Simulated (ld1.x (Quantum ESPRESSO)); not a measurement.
P: TM pseudisation with PBE, non-relativistic reference atom.

- Element: phosphorus
- Generator: ld1.x (Quantum ESPRESSO) 7.5
- Type: norm-conserving Troullier–Martins (Kleinman–Bylander form)
- Functional: PBE
- Relativity: non-relativistic
- Frozen core: [Ne]
- Valence charge: 5
- Reference configuration: 3s2 3p3
- Partial waves: 3p (bound): rc 1.35 bohr; 3d channel at 0.1 Ry: rc 1.25 bohr; 3s (bound): rc 1.20 bohr
- Local potential: the s channel
- Core correction: Bessel-smoothed model core, default radius (core density twice the valence density)

All-electron outer shells of the reference configuration (PBE, non-relativistic, ld1.x):

| shell | level (eV) | outermost node (bohr) | outermost maximum (bohr) |
| --- | --- | --- | --- |
| 2p | -124.51 | – | 0.36 |
| 3s | -13.90 | 0.66 | 1.58 |
| 3p | -5.52 | 0.64 | 1.83 |

(1) Estimate the cutoffs (Ry, on a coarse ladder) from which the occupation-weighted sum of valence levels, in a spherical-Bessel basis at the reference potential, stays within 10 and 1 mRy of its value at 400 Ry.

(2) What does a ghost test show?

(3) Which valence shell sets the plane-wave cutoff?

(4) Tests: 3s2 3p2; 3s2 3p1; 3s2 3p0; 3s1 3p4; 3s2 3p3.3; 3s2 3p2.5; 3s1 3p3. Which has the largest error in its energy relative to the reference configuration, and how large is it?

Results:

(1) 55 Ry and 110 Ry.

(2) No extra level below or beside the all-electron valence levels (p, d, s, f tested).

(3) 3s: its level needs 90 Ry to come within 1 mRy, against 60 Ry for 3p.

(4) 3s2 3p0, with +70 meV (all-electron minus pseudo) on +58.65 eV.
